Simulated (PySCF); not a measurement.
## Peak assignment

Cartesian coordinates in Å; atom numbers follow the order of the lines, from 1:
```xyz
18

C    -1.523   -1.357    0.187
C    -1.359   -0.256   -0.849
Si   -2.545    1.278   -0.783
C    -0.805    1.917   -0.431
C    -0.226    0.705   -0.537
C     1.112    0.326   -0.403
C     2.259   -0.026   -0.257
C     3.612   -0.473   -0.151
Cl    4.550    0.034   -1.601
Cl    3.670   -2.264   -0.011
H    -2.387   -1.975   -0.048
H    -1.663   -0.931    1.179
H    -0.640   -1.995    0.214
H    -1.227   -0.713   -1.833
H    -3.167    1.669   -2.045
H    -3.493    1.284    0.328
H    -0.304    2.849   -0.224
H     4.129   -0.067    0.721
```

[PySCF: NMR shieldings at PBE0/pcSseg-1/GIAO; structure optimised with GFN2-xTB; gas phase; rapidly exchanging positions averaged; no relativistic terms; single conformer]

Shifts are taken against calculated references (same method and geometry level): 13C, 1H against TMS.

Task: Assign these signals to the numbered atoms. 13C{1H} NMR (computed): δ 156.9, 152.0, 97.6, 97.5, 72.5, 36.0, 19.5.

Result: 
```tsv
δ (ppm)	atoms	environment	reason
156.9	C5	fully substituted alkene carbon	an sp2 carbon of a C=C bond
152.0	C4	alkene CH	as expected for a trigonal carbon in a double bond
97.6	C6	alkyne carbon	the triple bond shields along its axis, which puts it between sp3 and sp2 carbons
97.5	C7	alkyne carbon	–
72.5	C8	propargylic sp3 CH bonded to 2 Cl	2 electronegative neighbours deshield it
36.0	C2	allylic sp3 CH bonded to Si	–
19.5	C1	methyl carbon	saturated and bonded to C and H only
```

C6 and C7 lie closer than the usual error of such a calculation, so a measured spectrum could show them in the other order.

Task: Assign these signals to the numbered atoms. 1H NMR (500 MHz, computed): δ 6.62 (m, 1H), 6.60 (s, 1H), 4.91 (m, 1H), 4.55 (m, 1H), 2.55 (m, 1H), 1.41 (d, 3H).

Result: 
| δ (ppm) | atoms | environment | reason |
| --- | --- | --- | --- |
| 6.62 | H17 | hydrogen on an alkene CH | attached to an sp2 carbon and in the plane of the double bond |
| 6.60 | H18 | hydrogen on a propargylic sp3 CH bonded to 2 Cl | its carbon carries Cl, an electronegative neighbour |
| 4.91 | H15 | hydrogen on a silicon bonded to 2 C, in a 4-membered ring | – |
| 4.55 | H16 | hydrogen on a silicon bonded to 2 C, in a 4-membered ring | – |
| 2.55 | H14 | hydrogen on an allylic sp3 CH bonded to Si | allylic position |
| 1.41 | H11/H12/H13 | hydrogen on a methyl carbon | – |

H17 and H18 lie closer than the usual error of such a calculation, so a measured spectrum could show them in the other order.

Carbons that carry Cl, above all several Cl atoms, come out too deshielded, partly because spin–orbit coupling is missing. Shifts are as computed. Against solution values, carbons near 30 ppm lie about +3 ppm off and those near 130 ppm about +5 ppm; carbons on Cl a further +6 ppm. Of 1211 compounds with measured shifts, 218 miss one by over three times the rms of a fit or turn the order of signals round; such compounds aren't used in these exercises. No couplings were computed; multiplicities are counted from neighbouring protons, with m where these are inequivalent, close in shift, in a saturated or five-membered ring or joined by F or P, and br s for small geminal =CH2 splittings.
